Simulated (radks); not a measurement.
Question: Coherent X-ray form factor from a spherical all-electron density. All-electron calculation, non-relativistic Kohn-Sham, PBE, spin-polarised, spherical densities, point nucleus. Program: a radial shooting solver on a logarithmic mesh with Libxc functionals.

sin(theta)/lambda (1/angstrom),f0 (electrons)
0.05,24.294
0.1,22.640
0.15,20.762
0.2,18.975
0.25,17.314
0.3,15.763
0.4,13.013
0.5,10.834
0.6,9.239
0.8,7.347
1,6.323
1.25,5.355
1.5,4.442
2,2.922

The species is in the configuration that NIST lists as its ground one. Which atom or ion scatters so?

Answer: Neutral manganese, [Ar] 3d5 4s2. Extrapolating in s^2 from the first two rows gives f0(0) = 24.8, near the electron count 25; among species with that count, the fall with angle is slower the higher Z, and the table is that of Z = 25; from so few rows the species is fixed only to a neighbour or two.
